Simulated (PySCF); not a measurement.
# From computed data to an observable: chemical shift, span and skew from a shielding tensor

C2H7OSi, SMILES C[SiH](C)[O] (connectivity only; charge and spin as stated), charge -1, multiplicity 1. Atoms are numbered in the order given.

```xyz
11

C      0.1653    -0.8708    -1.5100
Si    -0.3008     0.2320     0.0000
C      0.1653    -0.8708     1.5100
O      0.3103     1.7023     0.0000
H     -0.3244    -1.8598    -1.4557
H      1.2565    -1.0291    -1.5570
H     -0.1420    -0.3884    -2.4524
H     -1.8351     0.1376     0.0000
H      1.2565    -1.0291     1.5570
H     -0.1420    -0.3884     2.4524
H     -0.3244    -1.8598     1.4557
```
Charge -1, spin multiplicity 1.

Geometry optimised at B3LYP-D3(BJ)/def2-SVPD. The multiplicity is an assumed one; no other spin state was optimised. The isomer is the one that the SMILES or the coordinates give; other isomers of the formula were not compared.

GIAO shieldings from PBE/pcSseg-1 (PySCF), non-relativistic, no solvent. The symmetric part of the tensor of C1 has the principal values 162.7, 170.1, 184.5 ppm. The same nucleus in TMS has σ = 182.0 ppm at this level (PySCF, at its B3LYP-D3(BJ)/def2-TZVP geometry).

**Question.** Work out the isotropic shielding, the ¹³C shift against TMS, the span and the skew.

**Answer.** 
σ(iso) = (σ11 + σ22 + σ33)/3 = 172.4 ppm. δ = σ(ref) − σ(iso) = 182.0 − (172.4) = 9.6 ppm.
Span Ω = σ33 − σ11 = 21.8 ppm. Skew κ = 3(σ(iso) − σ22)/Ω = 0.32. Tumbling in solution averages the tensor to δ; in a static solid the shielding alone would spread this spin-1/2 line over Ω.
